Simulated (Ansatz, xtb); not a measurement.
## BH4PSn: where a starting geometry ends

The starting geometry of this gas-phase singlet was built from a drawn formula by distance geometry; its bonds are those of `[H]/[B]=[SnH]/[PH2]`.

| atom | x (Å) | y (Å) | z (Å) |
| --- | --- | --- | --- |
| B | 0.2909 | -2.3526 | -0.4513 |
| P | 1.3552 | 1.3938 | 0.3292 |
| Sn | 1.4845 | -0.7507 | -0.9844 |
| H | -0.0230 | -3.3491 | -0.6086 |
| H | 3.1799 | -1.1418 | -1.3878 |
| H | 2.2985 | 1.1959 | 1.4577 |
| H | 0.0228 | 1.5244 | 0.8686 |

Task: Where would you expect an optimisation with r2SCAN-D4/def2-SVP to take it?

Result: New bonds form, giving a structure with H5 bridging Sn3 and B1, given below by its coordinates. Distances that change by over a tenth: B1–Sn3 (2.07 → 2.27 Å), B1–H4 (1.06 → 1.20 Å), Sn3–H5 (1.79 → 2.12 Å). Contacts that close: B1–P2 (3.97 → 1.90 Å), B1–H5 (3.27 → 1.28 Å).

The energy falls by 3.47 eV over 32 steps:

| step | E − E(last) (eV) |
| --- | --- |
| 1 | 3.474 |
| 4 | 2.406 |
| 8 | 2.351 |
| 11 | 2.311 |
| 15 | 1.743 |
| 18 | 1.220 |
| 22 | 1.047 |
| 25 | 0.254 |
| 29 | 0.010 |
| 32 | 0.000 |

Final geometry (Å):

```json
{"atom": "B", "x (Å)": "1.1175", "y (Å)": "-1.3977", "z (Å)": "-0.3610"}
{"atom": "P", "x (Å)": "1.1502", "y (Å)": "0.3777", "z (Å)": "0.3272"}
{"atom": "Sn", "x (Å)": "1.7408", "y (Å)": "-0.1274", "z (Å)": "-2.1424"}
{"atom": "H", "x (Å)": "0.5595", "y (Å)": "-2.3820", "z (Å)": "0.0511"}
{"atom": "H", "x (Å)": "2.3233", "y (Å)": "-1.6077", "z (Å)": "-0.7383"}
{"atom": "H", "x (Å)": "1.8685", "y (Å)": "0.8005", "z (Å)": "1.4865"}
{"atom": "H", "x (Å)": "-0.1510", "y (Å)": "0.8567", "z (Å)": "0.6001"}
```

From the same start GFN2-xTB ends elsewhere, differing in B1–H5 (2.64 against 1.28 Å here).

No frequencies were run, so the end isn't proven a minimum. Atoms past krypton carry core potentials, without spin–orbit terms. Run with Ansatz 0.2.0, 100 s on 1 thread of Arm Neoverse V2, with other jobs on the host.
